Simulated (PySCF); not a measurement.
Polarisability and C₆ of Xe (xenon, neutral)

[Xe], closed-shell 1S. Calculation: PySCF 2.14, in aug-cc-pVTZ-PP with one added diffuse shell each of d, f type with ECP28MDF (6s5p5d3f, 67 functions); scalar relativity through the core potential. Coupled (time-dependent) response in atomic units; α is the mean over directions.

| method | mean α (bohr³) | C₆ (like pair) | S(−4) |
| --- | --- | --- | --- |
| UHF | 26.73 | 278.3 | 120.6 |
| PBE | 28.95 | 305.5 | 155.7 |
| PBE0 | 27.84 | 291.9 | 137.4 |
| PW91 | 28.82 | 303.5 | 154.2 |
| M06 | 28.40 | 297.0 | 146.8 |

S(−4) is the Cauchy moment in α(ω) = α(0) + S(−4) ω² + …

Reference α: 27.32 ± 0.2 bohr³ (recommended; Schwerdtfeger and Nagle, table of static dipole polarizabilities (2023 update)). Published C₆: 302.0 (Gould and Bucko (2016)).

α(iu) at M06:

| u (hartree) | α(iu) (bohr³) |
| --- | --- |
| 0 | 28.40 |
| 0.0500 | 28.04 |
| 0.100 | 27.03 |
| 0.200 | 23.76 |
| 0.300 | 20.01 |
| 0.500 | 13.76 |
| 0.750 | 8.896 |
| 1.00 | 6.113 |
| 1.50 | 3.376 |
| 2.00 | 2.157 |
| 3.00 | 1.126 |
| 5.00 | 0.4802 |

A single London oscillator, α(iu) = α/(1 + u²/ω²), gives C₆ = (3/4) ω α². Matching the computed C₆ needs ω = 4 × 297.0 / (3 × 28.40²) = 0.491 hartree.

Energies and moments cover only the electrons outside the core potential.
